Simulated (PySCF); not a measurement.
## Trend along the chalcogens: MGe molecules

HF with triple-zeta basis sets in PySCF, for the lowest determinant that a PBE0 search found; no spin–orbit coupling. De refers to high-spin ground-configuration atoms. A positive dipole means M(−)Ge(+).

```csv
M,basis,reference,state (unpaired electrons),Re (Å),ωe (cm⁻¹),De (eV),μ (D)
O,def2-TZVPP,RHF,singlet (closed shell),1.594,1138,3.17,3.99
S,def2-TZVPP,RHF,singlet (closed shell),1.998,633,3.26,2.70
Se,x2c-TZVPPall,RHF,singlet (closed shell),2.119,441,2.74,2.48
Te,def2-TZVPPD,RHF,singlet (closed shell),2.325,354,2.14,1.85
```

The shortest bond is that of GeO (1.594 Å), the longest that of GeTe (2.325 Å).

The rows differ in basis set, which adds steps of its own.

Relativity is treated differently too: O no relativity; S no relativity; Se spin-free X2C; Te scalar-relativistic core potentials.

Down a group bonds as a rule get longer and wavenumbers fall, partly through the reduced mass; this series shows no clear exception.

Spin–orbit coupling is left out, which matters for elements this heavy, above all for dissociation energies. Where the molecule has an RHF reference, its open-shell atoms are computed with UHF. Hartree–Fock leaves out correlation, which carries a large part of most bond energies and some tenths to 1 eV of ionisation energies.
